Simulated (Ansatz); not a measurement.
```yaml
crystal:
  periodic: [false, false, false]
  atoms:
    - {symbol: O, position_ang: [-1.672816, 1.405309, -1.240472]}
    - {symbol: Sn, position_ang: [-0.036072, 1.591860, 0.092674]}
    - {symbol: O, position_ang: [0.374991, -0.133109, 0.950166]}
    - {symbol: Si, position_ang: [0.604077, -1.809795, 0.213413]}
    - {symbol: H, position_ang: [-2.430371, 0.965610, -0.786283]}
    - {symbol: H, position_ang: [-0.580962, 2.274460, 1.408984]}
    - {symbol: H, position_ang: [1.226039, 1.993701, -0.800747]}
    - {symbol: H, position_ang: [-0.697900, -2.542776, -0.061934]}
    - {symbol: H, position_ang: [1.509141, -2.423865, 1.143431]}
    - {symbol: H, position_ang: [1.654676, -1.532881, -0.968218]}
basis:
  gaussian: {orbitals: def2-SVPD, point_charges: [{charge: -1.00, position_ang: [6.219, 0.928, -0.828]}]}
total_charge: -2
magnetization: {spin_polarized: true, initial_magnetization: 0}
hamiltonian: {xc: {name: revPBE0}, pseudopotentials: {relativity: scalar}}
output: {forces: true}
```

```sh
$ ansatz run in.yaml --threads 4 --pin off --events-out ev --progress --plain --max-ram 10444MiB
```

It prints (some lines left out):

```
Functional definition: revPBE0
1572 factors; integrals over basis functions are off by at most 9.6e-4 eV
mean field evaluation 1: about -17896.4878 eV, gradient 2.5e1 eV
mean field evaluation 2: about -17885.7903 eV, gradient 4.9e1 eV
mean field evaluation 4: about -17899.7031 eV, gradient 1.1e1 eV
mean field evaluation 8: about -17901.0736 eV, gradient 6.1e-1 eV
mean field evaluation 16: about -17901.0780 eV, gradient 3.8e-3 eV
mean field evaluation 32: about -17901.4684 eV, gradient 8.9e-4 eV
mean field -17901.46844413 eV, -657.8668312707 hartree, gradient 1.5e-6 eV, S^2 0.992829; 10 other end points of the search recorded, 0 dependent functions left out
reference -17901.46849009 eV, -657.8668329596 hartree; 30, 30 occupied and 120, 120 virtual orbitals, 1572 factors
Total energy: -17901.46849009 eV, -657.8668329596 hartree
Relativity: scalar
Atom 0 at    -1.672816     1.405309    -1.240472 Å, force     0.163839    -0.344421     0.682464 eV/Å
Atom 1 at    -0.036072     1.591860     0.092674 Å, force    -2.006444    -0.866982    -1.689661 eV/Å
Atom 2 at     0.374991    -0.133109     0.950166 Å, force    -0.047915    -2.735652    -0.287962 eV/Å
Atom 3 at     0.604077    -1.809795     0.213413 Å, force     0.787869     2.442652    -1.088481 eV/Å
Atom 4 at    -2.430371     0.965610    -0.786283 Å, force     0.598722     0.354184    -0.212735 eV/Å
Atom 5 at    -0.580962     2.274460     1.408984 Å, force    -0.475310     1.345465     1.839603 eV/Å
Atom 6 at     1.226039     1.993701    -0.800747 Å, force     1.337473     0.646977    -0.914869 eV/Å
Atom 7 at    -0.697900    -2.542776    -0.061934 Å, force     0.419909     0.254311    -0.003258 eV/Å
Atom 8 at     1.509141    -2.423865     1.143431 Å, force     0.273118    -0.774879     1.089550 eV/Å
Atom 9 at     1.654676    -1.532881    -0.968218 Å, force    -1.493074    -0.413797     0.630803 eV/Å
Dipole moment:     0.780921     1.197733     0.789190 e Å
```

In this input the charge is far from anything that the molecule holds. The run converged. The result belongs to that input, not to the molecule as meant.
